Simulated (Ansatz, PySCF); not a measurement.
Reaction (SMILES): C[SiH][SiH3] -> C[SiH-][SiH3] (an electron is taken up)
Structures are relaxed separately at B3LYP-D3(BJ)/def2-TZVP in Ansatz (a first-principles code). Frequencies are from Ansatz or PySCF.

Wanted: adiabatic electron affinity (0 K, with B3LYP-D3(BJ) harmonic zero-point energies), positive where the reaction releases energy, in eV. Valence correlation only, unless marked. Open shells are spin-unrestricted. Spin-orbit coupling is left out. No relativistic terms. Anions need diffuse functions: aug- sets have them; def2-D sets add few; the other sets have none. Basis-set limits of correlation are two-point, X^-3; Hartree-Fock from the larger set.

```csv
level,program,adiabatic electron affinity (eV)
HF/aug-cc-pV(D+d)Z,Ansatz,0.33
HF/cc-pV(T+d)Z,Ansatz,0.21
PBE0/def2-QZVPP,Ansatz,1.41
B2PLYP-D4/def2-TZVPD,Ansatz + dftd4,1.47
PBE-QIDH/def2-TZVPD,Ansatz,1.40
RI-MP2/cc-pV(Q+d)Z,Ansatz,1.43
CCSD/6-31G,Ansatz,0.81
CCSD/aug-cc-pV(Q+d)Z,Ansatz,1.44
CCSD(T)/aug-cc-pV(T+d)Z,Ansatz,1.56
"CCSD(T)/CBS(aug-cc-pV(T+d)Z,aug-cc-pV(Q+d)Z)",Ansatz,1.57
```
